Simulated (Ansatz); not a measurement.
System: CH2BCl2S, charge 0, multiplicity 2. It need not be the lowest isomer of its formula. 
Geometry from a B3LYP-D3(BJ)/def2-TZVP (Ansatz, a quantum-chemistry and plane-wave program) optimisation:
```xyz
7

C     -2.4440    -0.1457     0.3605
S     -0.9813    -0.9734     0.6468
B      0.3361     0.0275    -0.0537
Cl     0.0655     1.5586    -0.8627
Cl     1.9638    -0.6099     0.1092
H     -2.4699     0.8001    -0.1554
H     -3.3440    -0.6166     0.7223
```
Charge 0, spin multiplicity 2.

Basis-set convergence of Hartree-Fock and CCSD(T) correlation energies (hartree) with Ansatz. Correlated levels leave the core frozen unless marked. UHF or UKS for open shells. No spin-orbit coupling. Non-relativistic.

```json
[
 {"basis": "cc-pV(D+d)Z", "functions": "107", "E(HF)": "-1380.33706", "E(corr, CCSD(T))": "-0.68285"},
 {"basis": "cc-pV(T+d)Z", "functions": "205", "E(HF)": "-1380.39661", "E(corr, CCSD(T))": "-0.88906"},
 {"basis": "cc-pV(Q+d)Z", "functions": "362", "E(HF)": "-1380.41090", "E(corr, CCSD(T))": "-0.95743"}
]
```

Extrapolating the two largest sets (X = 3 and 4) as X^-3: E(corr) = (64·(-0.95743) - 27·(-0.88906))/37 = -1.0073 Eh, an estimate of the basis-set limit. The largest set recovers 95.0 % of it, the smallest 67.8 %.
